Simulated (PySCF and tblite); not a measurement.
The numbers below are computed, except where a source is named.
System: C5H7NS, numbered as in [N:1]#[C:2][C@@H:3]1[CH2:4][CH2:5][S:6][CH2:7]1.

The path came from a restrained scan, a climbing-image band and a saddle search at GFN2-xTB; energies are PBE/pcSseg-1 + D3(BJ)//GFN2-xTB, thermal terms GFN2-xTB. Rates follow Eyring's equation with the number of equivalent paths and no tunnelling. Run with tblite and PySCF.

The barrier is low, and the GFN2-xTB saddle may lie off the DFT one, so take it as rough.

(1) How high is the barrier to the inversion of the 5-membered ring (3–4–5–6–7), through which structure does it pass, and what rate follows at 298 K?

## Answers

(1) The electronic barrier is 1.8 kcal/mol and ΔG‡(298 K) 2.3 kcal/mol, over a C1 saddle (between envelope and twist) with an imaginary mode of 43i cm⁻¹ (GFN2-xTB). With 1 equivalent path, k is 1.3×10¹¹ s⁻¹, a mean lifetime of the start of 7.5 ps against this motion. The end lies 0.2 kcal/mol above the start in free energy.
